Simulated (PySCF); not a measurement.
PySCF 2.14 output of an unrestricted r2SCAN calculation on a single atom or ion in cc-pVDZ-PP with ECP28MDF (4s4p3d1f, 38 functions), with a scalar-relativistic core potential:

```
SCF conv_tol = 1e-09
number electrons alpha = 7  beta = 4
    J. W. Furness, A. D. Kaplan, J. Ning, J. P. Perdew, and J. Sun.,  J. Phys. Chem. Lett. 11, 8208-8215 (2020)
    J. W. Furness, A. D. Kaplan, J. Ning, J. P. Perdew, and J. Sun.,  J. Phys. Chem. Lett. 11, 9248-9248 (2020)
    J. W. Furness, A. D. Kaplan, J. Ning, J. P. Perdew, and J. Sun.,  J. Phys. Chem. Lett. 11, 8208-8215 (2020)
    J. W. Furness, A. D. Kaplan, J. Ning, J. P. Perdew, and J. Sun.,  J. Phys. Chem. Lett. 11, 9248-9248 (2020)
cycle= 1 E= -46.5358909784693  delta_E= -0.0033  |g|= 0.00773  |ddm|= 0.525
cycle= 2 E= -46.5359374408354  delta_E= -4.65e-05  |g|= 0.00363  |ddm|= 0.0802
cycle= 3 E= -46.535945590073  delta_E= -8.15e-06  |g|= 0.000315  |ddm|= 0.0365
cycle= 4 E= -46.5359456979615  delta_E= -1.08e-07  |g|= 1.31e-05  |ddm|= 0.00249
cycle= 5 E= -46.5359456980898  delta_E= -1.28e-10  |g|= 9.26e-07  |ddm|= 0.000269
converged SCF energy = -46.5359456980898  <S^2> = 3.7513333  2S+1 = 4.0006666
```

The run itself started from symmetry-adapted Hartree-Fock orbitals and held the occupation by maximum overlap, on a logarithmic radial grid, so the iterations belong to that start.

Which element, charge and spin multiplicity is this?

Zr+ (zirconium, charge +1), multiplicity 4; the state was [Kr] 4d2 5s1, high-spin 4F determinant.

Energies and moments cover only the electrons outside the core potential.
